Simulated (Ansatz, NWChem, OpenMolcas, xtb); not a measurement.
**Cu2 (SMILES [Cu][Cu]): methods side by side**

Cu2: 2 atoms, total charge 0, spin state singlet. As SMILES, `[Cu][Cu]`. The bond length is the measured one.

```xyz
2

Cu    0.0000    0.0000    0.0000
Cu    0.0000    0.0000    2.2197
```

Quantity: the HOMO–LUMO gap, in eV. The values are calculated.

```
              level                    kind     program  value (eV)   CPU time
           GFN2-xTB          semi-empirical         xtb        5.67  under 2 s
       HF/def2-SVPD            Hartree–Fock  OpenMolcas        6.69      4.5 s
    SVWN5/def2-SVPD                     LDA      Ansatz        1.42      6.4 s
      PBE/def2-SVPD                     GGA      NWChem        1.36       72 s
   revPBE/def2-SVPD                     GGA  OpenMolcas        1.38      8.6 s
    M06-L/def2-SVPD                meta-GGA      NWChem        2.01       74 s
   M06-2X/def2-SVPD         hybrid meta-GGA  OpenMolcas        4.56      9.7 s
CAM-B3LYP/def2-SVPD  range-separated hybrid      NWChem        5.32       68 s
    HSE06/def2-SVPD  range-separated hybrid      Ansatz        2.80      6.4 s
   B2PLYP/def2-SVPD           double hybrid  OpenMolcas        4.77      5.9 s
```

The values span 1.36 to 6.69 eV. Orbital gaps aren't excitation energies, and those of double hybrids come from the SCF part alone; they tend to grow with the share of exact exchange. CPU times are rough (shared hosts, several kinds of processor and program).
